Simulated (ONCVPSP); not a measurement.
**zinc (Zn), ONCV: configuration errors across variants**

ONCVPSP 4.0.1 input, shortened (lines: element, Z, core and valence counts, functional; n l f; lmax; l rc ep ncon nbas qcut; lloc lpopt rc5 dvloc0; l nproj debl; icmod fcfact rcfact), LDA (Perdew-Zunger), fully relativistic:

```
  Zn 30.00    3    4        3      upf
    1    0    2.00
    2    0    2.00
    2    1    6.00
    3    0    2.00
    3    1    6.00
    3    2   10.00
    4    0    0.50
    2
    0    1.10    0.00    4    8   12.40
    1    0.65    0.00    5    8   11.20
    2    1.50    0.00    3    8   12.10
    4    5    0.65    0.00
    0    3    2.70
    1    2    0.90
    2    3    3.50
    4    0.45    0.00
```

Open shells are filled in proportion to 2j + 1.

In the p channel the program set the typed energies aside and used -3.581, 0.250 Ha (j = l + 1/2; the other j can differ).

All-electron excitation energies from the reference (eV): (1) 3s2 3p6 3d10 4s2 -18.459; (2) 3s2 3p6 3d10 4s1 -8.269; (3) 3s2 3p6 3d10 4s0 10.500; (4) 3s2 3p5 3d10 4s2 73.489.

1 further variants failed, have other tests or too few solved ones, and are left out.

A true bound ghost makes a file unfit for plane-wave use even where its test errors are small: the radial tests pick states by their node count and pass the ghost by.

Errors AE − PS in meV (a dash: test not solved or not reliable):

```tsv
change	(1)	(2)	(3)	(4)	bound ghosts	GHOST(+) flags above zero
base	-107	-20	-32	-269	none	s
all radii but the core radius scaled by about 0.80 (s 0.88, p 0.52, d 1.20 bohr); local potential polynomial inside 0.52 bohr (lpopt 5, dvloc0 0 Ha)	-113	-21	-34	-185	p3/2, p1/2	s, p3/2, p1/2
all radii but the core radius scaled by about 0.86 (s 0.94, p 0.56, d 1.28 bohr); local potential polynomial inside 0.56 bohr (lpopt 5, dvloc0 0 Ha)	-110	-20	-33	-207	p3/2, p1/2	s, d5/2, p1/2, d3/2
all radii but the core radius scaled by about 1.11 (s 1.22, p 0.72, d 1.68 bohr); local potential polynomial inside 0.72 bohr (lpopt 5, dvloc0 0 Ha)	+5.2	+0.7	+1.1	-250	none	s
all radii but the core radius scaled by about 1.23 (s 1.36, p 0.80, d 1.84 bohr); local potential polynomial inside 0.80 bohr (lpopt 5, dvloc0 0 Ha)	+7.4	+1.0	+1.5	-305	none	none
```

(1) Give the same row for: all radii but the core radius scaled by about 1.07 (s 1.18, p 0.70, d 1.60 bohr); local potential polynomial inside 0.70 bohr (lpopt 5, dvloc0 0 Ha).

Answers

(1) -105, -19, -32, -297; bound ghosts: none; GHOST(+) flags above zero: s.
